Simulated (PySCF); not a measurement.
# [Bi(SiH3)3]2+ relaxed at several levels

Computed with PySCF 2.14.0, def2-SVP on the ligands, density fitting, scalar-relativistic core potentials, no spin-orbit coupling, vacuum. Each row is relaxed at its own level from the same template. Distances are means of the shortest metal–ligand contacts, charges and spins Mulliken's; removal energies are rigid, with the ligand's formal charge and no counterpoise, so too large; for an anion taken off a cation in vacuum most of it is the attraction of opposite charges, and multiply charged cations can part far more cheaply with an electron moved from ligand to metal.

```
level   basis on the metal  point group  M–SiH3 (Å)  charge on M (e)  HOMO–LUMO gap (eV)  removal of one SiH3 (eV)  strongest infrared band, degenerate modes summed (cm⁻¹)   unstable modes (below −25 cm⁻¹)
 BP86  def2-SVP with ECP60          C3v       2.797             0.48                1.50                     22.57                                                      700  0 (lowest -6 cm⁻¹, within noise)
```

Problem. What does the calculation give for r2SCAN, def2-SVP with ECP60?

Solution. point group: C3v, M–SiH3 (Å): 2.770, charge on M (e): 0.49, HOMO–LUMO gap (eV): 1.86, removal of one SiH3 (eV): 22.90, unstable modes (below −25 cm⁻¹): not given.
```xyz
13

Bi    0.0000    0.0000   -0.5380
Si    2.7652    0.0000   -0.6987
H     3.1147   -1.2773   -0.0345
H     2.7819    0.0000   -2.1901
H     3.1147    1.2774   -0.0345
Si   -1.3826    2.3947   -0.6987
H    -0.4511    3.3361   -0.0345
H    -1.3909    2.4092   -2.1901
H    -2.6636    2.0587   -0.0345
Si   -1.3826   -2.3948   -0.6987
H    -2.6635   -2.0587   -0.0345
H    -1.3909   -2.4092   -2.1901
H    -0.4511   -3.3361   -0.0345
```

Members with unstable modes aren't minima as they stand: saddle points kept by symmetry or, where the modes are soft, flat surfaces and noise. One start shape was tried for each, so a minimum needn't be the lowest isomer.
